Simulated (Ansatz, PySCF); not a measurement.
Noncovalent pair: SiH4 (SMILES [SiH4]) (first 5 atoms) with H2Se (SMILES [SeH2]); geometry from B3LYP-D3(BJ)/def2-TZVP, rigid monomers moved along the line of their centres of mass till Si1···Se6 is 3.50 Å.
(charge 0, multiplicity 1):
```xyz
8

Si     0.1951    -0.0097     0.0356
H     -0.6141    -1.1760     0.4501
H     -0.4440     1.2378     0.5102
H      0.2729     0.0252    -1.4451
H      1.5616    -0.1160     0.5903
Se    -0.0733     0.0212     3.5254
H      0.3461     1.4231     3.3831
H     -1.4674     0.3730     3.2189
```

Monomers are frozen at their geometry in the pair; levels with a basis set take the counterpoise correction.

Cores are frozen in the correlated methods. Filled d and f shells under p-block atoms count as core. CBS: X⁻³ extrapolation of the correlation energy, Hartree–Fock from the larger set.

Programs: Ansatz (a quantum-chemistry and plane-wave program); PySCF for the dispersion terms. 

Q: Estimate the interaction energy that PBE-D4/def2-TZVPPD returns for this input.

A: -4 kJ/mol
